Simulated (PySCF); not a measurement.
# [Lu(H2O)8]3+ at several levels of theory

Computed with PySCF 2.14.0 (density fitting, no spin-orbit coupling) at the geometry relaxed with PBE0:

```xyz
25
[Lu(H2O)8]3+ (singlet in the valence; each metal's 4f electrons, 14 of them, lie in its core potential, out of spins and levels; a saddle point, relaxed within its symmetry)
Lu    0.0000    0.0000    0.0000
O     2.0492    0.0001    1.2205
H     2.2317    0.0001    2.1749
H     2.9274    0.0001    0.8057
O    -0.0001    2.0492    1.2205
H    -0.0001    2.2317    2.1749
H    -0.0001    2.9274    0.8057
O    -2.0492   -0.0001    1.2205
H    -2.2317   -0.0001    2.1749
H    -2.9274   -0.0001    0.8057
O     0.0001   -2.0492    1.2205
H     0.0001   -2.2317    2.1749
H     0.0001   -2.9274    0.8057
O     1.4490    1.4491   -1.2205
H     2.0699    2.0701   -0.8057
H     1.5780    1.5781   -2.1749
O    -1.4491    1.4490   -1.2205
H    -2.0701    2.0699   -0.8057
H    -1.5781    1.5780   -2.1749
O    -1.4490   -1.4491   -1.2205
H    -2.0699   -2.0701   -0.8057
H    -1.5780   -1.5781   -2.1749
O     1.4491   -1.4490   -1.2205
H     2.0701   -2.0699   -0.8057
H     1.5781   -1.5780   -2.1749
```

```tsv
level	basis	state	HOMO (eV)	gap (eV)	charge on Lu1 (e)	population of f-type functions on Lu1 (polarisation alone where 4f lies in the core)	dipole about the centre of mass (D)	largest force component (eV/Å)
PBE0	Lu lcecp-1-SVP with ECP60, O def2-SVP, H def2-SVP	singlet	-20.77	8.68	0.90	0.05	0.00	0.00
TPSS	the same	singlet	-18.99	6.20	0.71	0.05	0.00	0.46
r2SCAN	the same	singlet	-19.34	6.56	0.90	0.05	0.00	0.17
B3LYP	the same	singlet	-20.45	8.04	0.79	0.05	0.00	0.17
```

In the lcecp rows the 4f levels are missing from HOMO and gap, and the state counts the valence alone.

Charges are Mulliken's, which hang on the basis. The relaxation used the grid (50, 194), these runs (75, 302) or, all-electron (x2c bases, spin-free X2C Hamiltonian), (99, 590).

**Question.** What does revPBE with Lu lcecp-1-SVP with ECP60, O def2-SVP, H def2-SVP give here?

**Answer.** state singlet, HOMO (eV) -18.82, gap (eV) 5.88, charge on Lu1 (e) 0.68, population of f-type functions on Lu1 (polarisation alone where 4f lies in the core) 0.05, dipole about the centre of mass (D) 0.00, largest force component (eV/Å) 0.48. Time: 53 s on 4 threads of Intel(R) Xeon(R) Platinum 8259CL CPU @ 2.50GHz (Skylake/Cascade Lake), with other jobs on the host, from an already converged density.

In the first row's basis the gap widens with exact exchange: 5.9 to 6.6 eV for revPBE, TPSS, r2SCAN (none); 8.0 to 8.7 eV for B3LYP, PBE0 (a fixed share).

An lcecp potential fixes the number of 4f electrons, so in runs with it no electron can move into or out of that shell.
